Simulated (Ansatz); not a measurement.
Geometry optimisation, RKS PBE/def2-SVP (Ansatz).

The input (input.yaml):

```yaml
crystal:
  periodic: [false, false, false]
  atoms:
    - { symbol: Ti, position_ang: [0.390112, 0.351464, -0.047755] }
    - { symbol: Cl, position_ang: [-1.801406, -0.025453, 2.74963] }
    - { symbol: O, position_ang: [1.967075, 0.394708, -1.028333] }
    - { symbol: H, position_ang: [2.510894, -0.413515, -1.135058] }
    - { symbol: O, position_ang: [-0.825855, 1.444839, -0.799077] }
    - { symbol: H, position_ang: [-1.764704, 1.24837, -1.024605] }
    - { symbol: O, position_ang: [-0.243798, -1.299234, 0.229805] }
    - { symbol: H, position_ang: [-0.732432, -1.497982, 1.059616] }
    - { symbol: O, position_ang: [1.12106, 1.065289, 1.533229] }
    - { symbol: Al, position_ang: [2.843226, 1.368379, 1.206115] }
    - { symbol: H, position_ang: [3.853962, 0.114857, 1.266821] }
    - { symbol: H, position_ang: [3.345653, 2.909695, 1.200431] }
    - { symbol: H, position_ang: [-0.637587, 0.638883, 2.783681] }
basis:
  gaussian: { orbitals: def2-SVP }
hamiltonian:
  xc: pbe
relax:
  f_tol: 0.03
  max_steps: 50
output:
  orbitals: {}
```

Command:

```bash
$ ansatz run input.yaml --threads 4 --pin off --max-ram 5120MiB --backend cpu --events-out ev --progress --plain --runs-dir out
```

**Question.** Where does it end, and by what steps?

**Answer.** The run converged. After 16 steps the energy has fallen by 0.725 eV; Cl2 moved furthest, 1.59 Å. Joined: O3–Al10 (2.59 → 1.94 Å).

```json
{"step": "0", "energy less start (eV)": "0.0000", "largest force component (eV/Å)": "1.125", "accepted": "yes"}
{"step": "1", "energy less start (eV)": "-0.1763", "largest force component (eV/Å)": "0.704", "accepted": "yes"}
{"step": "2", "energy less start (eV)": "-0.4411", "largest force component (eV/Å)": "0.798", "accepted": "yes"}
{"step": "3", "energy less start (eV)": "-0.3372", "largest force component (eV/Å)": "2.055", "accepted": "no"}
{"step": "4", "energy less start (eV)": "-0.5423", "largest force component (eV/Å)": "0.261", "accepted": "yes"}
{"step": "5", "energy less start (eV)": "-0.5718", "largest force component (eV/Å)": "0.335", "accepted": "yes"}
{"step": "6", "energy less start (eV)": "-0.5989", "largest force component (eV/Å)": "0.198", "accepted": "yes"}
{"step": "7", "energy less start (eV)": "-0.6273", "largest force component (eV/Å)": "0.157", "accepted": "yes"}
{"step": "8", "energy less start (eV)": "-0.6474", "largest force component (eV/Å)": "0.313", "accepted": "yes"}
{"step": "9", "energy less start (eV)": "-0.6758", "largest force component (eV/Å)": "0.127", "accepted": "yes"}
{"step": "10", "energy less start (eV)": "-0.6939", "largest force component (eV/Å)": "0.230", "accepted": "yes"}
{"step": "11", "energy less start (eV)": "-0.7111", "largest force component (eV/Å)": "0.169", "accepted": "yes"}
{"step": "12", "energy less start (eV)": "-0.7183", "largest force component (eV/Å)": "0.228", "accepted": "yes"}
{"step": "13", "energy less start (eV)": "-0.7173", "largest force component (eV/Å)": "0.184", "accepted": "no"}
{"step": "14", "energy less start (eV)": "-0.7238", "largest force component (eV/Å)": "0.043", "accepted": "yes"}
{"step": "15", "energy less start (eV)": "-0.7246", "largest force component (eV/Å)": "0.030", "accepted": "yes"}
{"step": "16", "energy less start (eV)": "-0.7249", "largest force component (eV/Å)": "0.022", "accepted": "yes"}
```

```xyz
13
Properties=species:S:1:pos:R:3
Ti 0.137 0.524 -0.176
Cl -0.452 -0.621 3.349
O 2.059 0.394 -0.566
H 2.584 -0.220 -1.106
O -0.833 1.547 -1.291
H -1.712 1.427 -1.691
O -0.641 -1.016 0.242
H -0.699 -1.286 1.196
O 0.652 1.295 1.334
Al 2.523 1.194 1.142
H 3.164 0.056 2.066
H 3.191 2.621 0.890
H 0.054 0.387 2.604
```

Whether the end is a true minimum wasn't checked by a vibrational analysis.

The run took 50 s on 4 threads of Arm Neoverse V2, on a shared host, peak memory 0.15 GiB.
